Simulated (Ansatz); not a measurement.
Stepwise reaction of `[CH3][Sn]([OH])([OH])[Cl]` with hydrogen fluoride, as a gas-phase model of exchange steps in deposition or etching. ΔE in kJ/mol.

Program: Ansatz. Geometries: PBE0-D4/def2-TZVP. ΔE: electronic, gas phase. CCSD(T)/CBS is the MP2 limit (def2-TZVPP, def2-QZVPP) plus CCSD(T) − MP2 in def2-TZVPP, frozen cores. This one scheme is used for every species. DFT in def2-TZVPP. B3LYP here is the variant with VWN-RPA as its local correlation; programs differ in this. Elements past krypton have def2 core potentials. For Sn outer-core shells are correlated without core-valence functions, which leaves a few kJ/mol of doubt a bond. One conformer a species, not always the lowest.

```
step                                                              reaction  PBE-D4  B3LYP-D4  ωB97M-V  CCSD(T)/CBS
   1  `[CH3][Sn]([OH])([OH])[Cl]` + H–F → `[CH3][Sn]([OH])([F])[Cl]` + H₂O   -34.5     -36.1    -35.3        -30.8
   2    `[CH3][Sn]([OH])([F])[Cl]` + H–F → `[CH3][Sn]([F])([F])[Cl]` + H₂O   -28.1     -29.4    -28.6        -25.0
```

Task: By hand: ΔE of the 2 steps together at CCSD(T)/CBS.

Result: (-30.8) + (-25.0) = -55.8 kJ/mol, or -27.9 kJ/mol a step.

In ΔE each step is higher than the one before. All are downhill at CCSD(T)/CBS. PBE-D4 differs from CCSD(T)/CBS by -3.7 to -3.1 kJ/mol a step. Only this route is followed, and other bonds may react first. Isolated molecules leave out the surface, adducts and barriers. Largest T1 diagnostic: 0.013.
